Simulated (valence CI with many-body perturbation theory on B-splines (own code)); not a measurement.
Hf⁴⁰⁺: what the settings do

Calculated by valence CI with perturbative core correlation (CI+MBPT): four valence electrons over a frozen Dirac-Fock core [Ar] 3d10, radial functions for each j: 6 s, 6 p, 5 d, 3 f, 1 g, with the one-electron correlation potential Σ1, the two-electron term Σ2, the three-electron term Σ3, Breit, model QED; selected CI, second order for the rest, scaled by the run's own slope (own B-spline code, finite nucleus).

No measured spectrum was set against this ion. As an estimate, large intervals hold to a few tenths of a per cent, small ones and those within an open d or f shell to about a per cent.

The reference run has the lowest level (4s^2 4p1/2^2) J=0 and an ionisation energy of 1964.80 eV. Its largest variational space holds 9999 state functions.

Levels are named by their leading jj configuration (3d3/2^4 stands for four electrons in 3d with j = 3/2), which in mixed levels can hold well under half, so a name can repeat and another be missing. Letters in brackets count levels of one name in rising energy.

Changed runs:
A. highest l with Σ1, explicit Σ2 and valence Breit (higher l get mean screening factors) 3 → 0
B. scale of Σ2 1 → 0
C. Breit term on → off; QED terms on → off; orbitals per symmetry with explicit Σ2 and valence Breit (the others get mean screening factors) 5 → 2
D. correlating orbitals by l 3 3 3 2 1 → 2 2 1 1 0; natural orbitals for correlation on → off (bad on purpose)

Excitation energies of the reference run in cm⁻¹, and shifts in cm⁻¹:

```
                     Level  Reference      A      B       C      D
    (4s^2 4p1/2 4p3/2) J=1     633240  -2254  -1554   +7013   -370
    (4s^2 4p1/2 4p3/2) J=2     666547  -1437  -1073   +7361    +88
        (4s^2 4p3/2^2) J=2    1324890  -3664  -2384  +14162   -121
    (4s 4p1/2^2 4p3/2) J=2    1367390  -4478  -2510   +9431   -479
        (4s^2 4p3/2^2) J=0    1397110  -2831  -1245  +13801   +545
    (4s 4p1/2^2 4p3/2) J=1    1481180   -123  +1922   +9321   +215
    (4s^2 4p1/2 4d3/2) J=2    1811300   -282   -795  +11838   +112
(4s 4p1/2 4p3/2^2) J=2 [a]    1934780  -6916  -4806  +15629   -985
    (4s^2 4p1/2 4d3/2) J=1    1950510  +7349  +7236  +11659  +1214
    (4s^2 4p1/2 4d5/2) J=3    1985080  -3172  -2240  +15761   -145
    (4s^2 4p1/2 4d5/2) J=2    2072120  +3172  +4106  +14862   +648
    (4s 4p1/2 4p3/2^2) J=3    2090350   +764  +1714  +15913   +716
    Ionisation energy (eV)    1964.80  +4.92  -0.18   +2.36  -0.18
```
